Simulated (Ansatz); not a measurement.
Coupled-cluster diagnostics for the cluster GaSb2, Ansatz.

Geometry of the doublet (r2SCAN-D4/def2-TZVP):

```xyz
3

Ga   -0.014   -0.001    0.009
Sb    2.079    0.223   -1.338
Sb   -2.065   -0.222    1.330
```

In the def2 sets Sb takes a core potential; there is no spin–orbit coupling. Correlated methods freeze 17 core orbitals; core or outer-core shells of Ga, Sb are correlated, in sets that lack core-valence functions. Another isomer (doublet) lies 1.16 eV lower at PBE0-D4/def2-TZVP; other spin states weren't run for this one.

**Question.** Estimate the CCSD(T) correlation energy, the shares of MP2 and (T), T1 and the reference's ⟨S²⟩ for: charge 0, doublet, own geometry in def2-SVP; and the rough time on 4 threads of Arm Neoverse V2 on a shared host.

**Answer.** 
| state | basis | correlation (eV) | MP2 share (%) | (T) share (%) | T1 | ⟨S²⟩ (pure) | wall time | remarks |
| --- | --- | --- | --- | --- | --- | --- | --- | --- |
| charge 0, doublet, own geometry | def2-SVP | -11.002 | 90.4 | 4.6 | 0.028 | 1.95 (0.75) | 30 s | spin-contaminated |
Customary marks for T1 are 0.02 (closed shells), 0.045 (open shells) and about 0.05 (3d metals). T1 exceeds 0.02 in 1 of 1 rows and 0.045 in 0; the higher it lies, the less the single-reference result can be trusted.
